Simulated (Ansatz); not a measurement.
The first iterations of a band of FGaH4Si (7 atoms, charge 0, multiplicity 1).

Computed with RKS B3LYP/def2-SVP in Ansatz.

| Property | Result |
| --- | --- |
| movable images | 5 |
| climbing image | yes |
| spring | 5.0 eV/Å² |
| optimiser | quadratic models (default) |
| start path | through a guess of the saddle point |
| force threshold | 0.03 eV/Å |
| iteration limit | 49 |
| end points | relaxed |

Image 0:

```xyz
7
Properties=species:S:1:pos:R:3
F 0.237 -2.163 1.369
Ga 0.019 -0.406 1.283
Si -0.030 0.456 -0.980
H -0.100 0.228 2.718
H -1.202 -0.119 -1.705
H -0.143 1.944 -0.990
H 1.218 0.061 -1.696
```

Image 6:

```xyz
7
Properties=species:S:1:pos:R:3
F -1.386 -1.201 1.805
Ga 0.134 -0.476 1.252
Si 0.025 0.419 -0.996
H 1.249 -0.566 2.358
H -0.398 -0.652 -1.946
H -0.975 1.526 -1.045
H 1.352 0.950 -1.428
```

| iteration | highest image above the first end (eV) | largest band force component (eV/Å) |
| --- | --- | --- |
| 1 | 0.186 | 2.163 |
| 2 | 0.032 | 0.907 |

Does the band converge within its limit, and where does its top end?

The run converged. It ended after 6 iterations with the highest image 0.001 eV above the first end. The top lies less than 8 meV above the higher end, about what the thresholds resolve: the motion is nearly free. A vibrational analysis at the climbing image gives no mode beyond 40i cm⁻¹: the surface is too flat there to confirm a saddle point.

Time of the run: 3.8 min on 1 thread of Intel(R) Xeon(R) Processor @ 2.50GHz (Skylake/Cascade Lake), with other jobs on the host, peak memory 0.18 GiB.
